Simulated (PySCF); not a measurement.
hydrogen fluoride, charge +1, doublet, at a GFN2-xTB geometry (a state made from the parent by changing its charge; the spin is typed, not shown lowest); PySCF with DF-CAMB3LYP/def2-QZVP.

PySCF was given this input:
```python
from pyscf import gto, scf, dft

mol = gto.Mole()
mol.atom = '''
    F    -0.000000   -0.000000   -0.104454
    H     0.000000    0.000000    0.940088
'''
mol.basis = 'def2-qzvp'
mol.charge = 1
mol.spin = 1
mol.verbose = 4
mol.build()

mf = dft.UKS(mol)
mf.xc = 'camb3lyp'
mf = mf.density_fit(auxbasis='def2-universal-jkfit')
mf.kernel()
```

Question: Write the output that PySCF gives for this input, abridged.

Answer: 
```
PySCF version 2.14.0

[INPUT] verbose = 4
[INPUT] num. atoms = 2
[INPUT] num. electrons = 9
[INPUT] charge = 1
[INPUT] spin (= nelec alpha-beta = 2S) = 1
[INPUT] symmetry False subgroup None
[INPUT] Mole.unit = angstrom
[INPUT] Symbol           X                Y                Z      unit          X                Y                Z       unit  Magmom
[INPUT]  1 F      0.000000000000   0.000000000000  -0.104454000000 AA    0.000000000000   0.000000000000  -0.197389452615 Bohr   0.0
[INPUT]  2 H      0.000000000000   0.000000000000   0.940088000000 AA    0.000000000000   0.000000000000   1.776508852990 Bohr   0.0

nuclear repulsion = 4.55950540837994
number of shells = 27
number of NR pGTOs = 110
number of NR cGTOs = 87
basis = def2-qzvp
ecp = {}

******** <class 'pyscf.df.df_jk.DFUKS'> ********
method = DFUKS
initial guess = minao
damping factor = 0
level_shift factor = 0
DIIS = <class 'pyscf.scf.diis.CDIIS'>
diis_start_cycle = 1
diis_space = 8
diis_damp = 0
SCF conv_tol = 1e-09
SCF conv_tol_grad = None
SCF max_cycles = 50
direct_scf = False
number electrons alpha = 5  beta = 4
XC library pyscf.dft.libxc version 7.1.2
    S. Lehtola, C. Steigemann, M. J. T. Oliveira, and M. A. L. Marques,  SoftwareX 7, 1–5 (2018)
XC functionals = camb3lyp
    T. Yanai, D. P. Tew, and N. C. Handy,  Chem. Phys. Lett. 393, 51 (2004)
radial grids:
    Treutler-Ahlrichs [JCP 102, 346 (1995); DOI:10.1063/1.469408] (M4) radial grids

becke partition: Becke, JCP 88, 2547 (1988); DOI:10.1063/1.454033
pruning grids: <function nwchem_prune>
grids dens level: 3
symmetrized grids: False
atomic radii adjust function: <function treutler_atomic_radii_adjust>
small_rho_cutoff = 0
Set gradient conv threshold to 3.16228e-05
tot grids = 24072
******** <class 'pyscf.df.df.DF'> ********
auxbasis = def2-universal-jkfit
Create RSH-DF object <pyscf.df.df.DF object> for omega=0.33
******** <class 'pyscf.df.df.DF'> ********
auxbasis = auxmol.basis = def2-universal-jkfit
init E= -100.272282030053

cycle= 1 E= -99.8333917628169  delta_E= 0.439  |g|= 0.36  |ddm|= 0.524
cycle= 2 E= -99.8631465169887  delta_E= -0.0298  |g|= 0.279  |ddm|= 0.213
cycle= 3 E= -99.8809321262692  delta_E= -0.0178  |g|= 0.0267  |ddm|= 0.0822
cycle= 4 E= -99.8811463172516  delta_E= -0.000214  |g|= 0.0065  |ddm|= 0.0107
cycle= 5 E= -99.8811635928668  delta_E= -1.73e-05  |g|= 0.00157  |ddm|= 0.00371
cycle= 6 E= -99.8811659736411  delta_E= -2.38e-06  |g|= 0.000457  |ddm|= 0.00124
cycle= 7 E= -99.8811662899089  delta_E= -3.16e-07  |g|= 7.26e-05  |ddm|= 0.000595
cycle= 8 E= -99.8811662978446  delta_E= -7.94e-09  |g|= 7.81e-06  |ddm|= 0.000105
cycle= 9 E= -99.8811662979099  delta_E= -6.53e-11  |g|= 1.54e-06  |ddm|= 9.46e-06
Extra cycle  E= -99.8811662979158  delta_E= -5.94e-12  |g|= 1.32e-06  |ddm|= 1.81e-06
converged SCF energy = -99.8811662979158  <S^2> = 0.75211184  2S+1 = 2.0021107
```
